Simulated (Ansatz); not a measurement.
Molecule: C3H7Se, net charge -1, singlet state. 
Structure (B3LYP-D3(BJ)/def2-TZVP (Ansatz, a first-principles code) minimum search):
```xyz
11

C     -0.5764    -1.6252     1.0586
C      0.3390    -0.4289     0.8142
C      1.7511    -0.8964     0.4733
Se    -0.3929     0.7758    -0.5964
H     -0.1860    -2.2836     1.8525
H     -0.6747    -2.2127     0.1414
H     -1.5764    -1.2934     1.3411
H      0.3860     0.1607     1.7352
H      2.1681    -1.5466     1.2606
H      1.7417    -1.4561    -0.4663
H      2.4168    -0.0431     0.3369
```
Charge -1, spin multiplicity 1.

Basis-set convergence of Hartree-Fock and CCSD(T) correlation energies (hartree) with Ansatz. Correlated levels leave the core frozen unless marked. Spin-orbit coupling is left out. Frozen are the shells of the preceding noble gas and the d and f shells that filled before the atom's block. No relativistic terms.

```json
[
 {"basis": "aug-cc-pVDZ", "functions": "168", "E(HF)": "-2517.52750", "E(corr, CCSD(T))": "-0.66960"},
 {"basis": "aug-cc-pVTZ", "functions": "358", "E(HF)": "(withheld)", "E(corr, CCSD(T))": "(withheld)"}
]
```

Question: Complete the blanks.

Answer: 
- aug-cc-pVTZ, E(HF): -2517.62902
- aug-cc-pVTZ, E(corr, CCSD(T)): -0.79282
